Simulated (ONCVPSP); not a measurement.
# Configuration tests for caesium (Cs) (ONCV)

Cs, optimised norm-conserving Vanderbilt (ONCV), made with ONCVPSP 4.0.1 (LDA (Perdew-Zunger), scalar-relativistic). Core [Kr] 4d10, reference 5s2 5p6 (charge +1). Waves: 5s: rc 2.60 bohr, ncon 4, nbas 7, qcut 6.1 1/bohr, 2 projectors, debl 0.5 Ha; 5p: rc 2.40 bohr, ncon 5, nbas 8, qcut 6.3 1/bohr, 3 projectors, debl 1 Ha; d scattering state at 0.02 Ha: rc 2.30 bohr, ncon 4, nbas 9, qcut 4.7 1/bohr, 2 projectors, debl 3.2 Ha. Local part: polynomial inside 1.55 bohr (lpopt 5, dvloc0 3 Ha). Core correction: polynomial model core, fcfact 0.3.

In the s channel the program set the typed energies aside and used -1.183, 0.250 Ha. In the d channel the program set the typed energies aside and used 0.050, 3.250 Ha.

Energies are relative to the spin-unpolarised reference configuration 5s2 5p6; without spin polarisation the order of configurations can differ from experiment.

```json
{"valence configuration": "5s2 5p6 6s1", "charge": "0", "ΔE all-electron (eV)": "-3.999", "error AE − PS (meV)": "+0.1"}
{"valence configuration": "5s2 5p6 6s0.5", "charge": "+0.5", "ΔE all-electron (eV)": "-2.445", "error AE − PS (meV)": "+0.1"}
{"valence configuration": "5s2 5p6 6p1", "charge": "0", "ΔE all-electron (eV)": "-2.523", "error AE − PS (meV)": "+0.3"}
```

Q: What are ΔE and the potential's error for 5s2 5p6 5d1?

A: ΔE = -2.278 eV all-electron; the error (AE − PS) is +0.1 meV.

Levels in the configuration 5s2 5p6 6p1:

```csv
level,all-electron (eV),pseudo (eV)
5s,-28.176,-28.176
5p,-14.853,-14.853
6p,-1.323,-1.323
```

Note: no bound ghost flagged; GHOST(+) flagged for s at 84.6 eV.
